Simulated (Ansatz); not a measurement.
F$_{4}$Se, charge -1, doublet, geometry from GFN2-xTB (a state made from the parent by changing its charge; the spin is typed, not shown lowest) (a gas-phase anion, which may not be bound at this level); BLYP/6-31G** (Ansatz, a program for electronic structure).

The Ansatz input:
Ansatz 0.2 input:
```yaml
crystal:
  periodic: [false, false, false]
  atoms:
    - {symbol: Se, position_ang: [-0.00025658, 0.00068499, 0.13242530]}
    - {symbol: F, position_ang: [1.14760667, 1.56826327, -0.13096069]}
    - {symbol: F, position_ang: [1.56915908, -1.14798236, -0.11609372]}
    - {symbol: F, position_ang: [-1.14712202, -1.56955714, -0.11917598]}
    - {symbol: F, position_ang: [-1.56867442, 1.14668849, -0.13404295]}
basis:
  gaussian:
    orbitals: 6-31G__.json
hamiltonian:
  xc: blyp
total_charge: -1
magnetization: {spin_polarized: true, initial_magnetization: 1}
```
The basis file holds 6-31G** in the JSON format of the Basis Set Exchange.

What the program printed (banner, timings and long lists left out):

```
Functional definition: BLYP
880 factors; their error is unknown
mean field evaluation 1: about -76206.3113 eV, gradient 2.9e1 eV
mean field evaluation 2: about -76187.7045 eV, gradient 7.8e1 eV
mean field evaluation 4: about -76209.4170 eV, gradient 1.8e0 eV
mean field evaluation 8: about -76209.4242 eV, gradient 2.1e-1 eV
mean field evaluation 16: about -76209.3620 eV, gradient 9.6e-5 eV
mean field -76209.36196020 eV, -2800.6423954764 hartree, gradient 1.1e-5 eV, S^2 0.750973; 0 other end points of the search recorded, 0 dependent functions left out
reference -76209.36218440 eV, -2800.6424037157 hartree; 36, 35 occupied and 59, 60 virtual orbitals, 880 factors
Total energy: -76209.36218440 eV, -2800.6424037157 hartree
```
